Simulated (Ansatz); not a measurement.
C2H9FSi2, SMILES `CC(F)([SiH3])[SiH3]`. The species carries charge 0 and has multiplicity 1. All single points use the PBE0-D4/def2-TZVP geometry.

```xyz
14

C     0.341    0.784    1.320
C    -0.064   -0.289    0.327
F    -0.370   -1.469    1.059
Si    1.366   -0.747   -0.840
Si   -1.651    0.179   -0.610
H     1.219    0.475    1.895
H    -0.470    0.994    2.023
H     0.587    1.712    0.798
H     0.960   -1.858   -1.736
H     1.717    0.445   -1.658
H     2.542   -1.155   -0.027
H    -2.729    0.459    0.375
H    -2.060   -0.928   -1.509
H    -1.388    1.400   -1.418
```

What is the dipole moment at B3LYP/def2-TZVPP? (An estimate is asked.)

Computed: 1.53 D, with components (0.42, 1.44, -0.27) D in this frame, pointing from negative to positive charge.

And with PBE, r2SCAN, ωB97M-V? (An estimate is asked.)

Computed: PBE 1.41 D, r2SCAN 1.48 D, ωB97M-V 1.52 D.

Give the Mulliken charges with B3LYP, r2SCAN, ωB97M-V in def2-TZVPP. (An estimate is asked.)

The calculation gave: 
| atom | B3LYP | r2SCAN | ωB97M-V |
| --- | --- | --- | --- |
| C1 | -0.30 | -0.19 | -0.35 |
| C2 | 0.16 | 0.13 | 0.03 |
| F3 | -0.27 | -0.25 | -0.24 |
| Si4 | 0.22 | 0.24 | 0.14 |
| Si5 | 0.22 | 0.24 | 0.14 |
| H6 | 0.10 | 0.07 | 0.13 |
| H7 | 0.10 | 0.07 | 0.13 |
| H8 | 0.10 | 0.07 | 0.12 |
| H9 | -0.05 | -0.05 | -0.01 |
| H10 | -0.06 | -0.06 | -0.02 |
| H11 | -0.06 | -0.06 | -0.01 |
| H12 | -0.06 | -0.06 | -0.01 |
| H13 | -0.05 | -0.05 | -0.01 |
| H14 | -0.06 | -0.06 | -0.02 |

B3LYP here is the variant with VWN-RPA as its local correlation; programs differ in this.
